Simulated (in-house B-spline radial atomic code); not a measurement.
# Ionising I⁸⁺ with different functionals

Computed with a radial B-spline atomic code at the basis-set limit: four-component Dirac-Coulomb Hamiltonian, Fermi nucleus of rms radius 4.75 fm, spin-restricted, spherical fractional occupations for the functionals, and exact exchange of hybrids averaged over the configuration. The ionisation energy is the difference of two self-consistent energies, [Kr] 4d9 → [Kr] 4d8, without Breit or QED terms; ε is the level of the shell that loses the electron (mean over j). The electron is taken from both j subshells in proportion to 2j + 1, so the result is a j average, not the step between ground levels.

| method | rung | ΔSCF (eV) | -ε(4d) (eV) |
| --- | --- | --- | --- |
| PBE0 | global hybrid | 175.32 | 166.67 |
| B3LYP | global hybrid | ? | ? |
| BHandHLYP | global hybrid | 175.15 | 169.91 |
| LC-wPBE | range-separated hybrid | ? | ? |

(1) What does B3LYP give?

(2) What does LC-wPBE give?

(3) Among the functionals, which spreads more, the ΔSCF values or the orbital energies?

(4) How do they compare with the NIST value?

Results:

(1) ΔSCF 175.26 eV, and -ε(4d) = 165.93 eV.

(2) ΔSCF 175.23 eV, and -ε(4d) = 168.80 eV.

(3) The orbital energies: ΔSCF values span about 0.16 eV and the orbital energies 3.98 eV; here energy differences depend much less on the functional than eigenvalues do.

(4) NIST lists 171 eV ± 2.2 (tabulated theory, ground level to ground level). Errors run from +4.15 to +4.32 eV; all lie within about twice that uncertainty, so the table can't rank the methods.
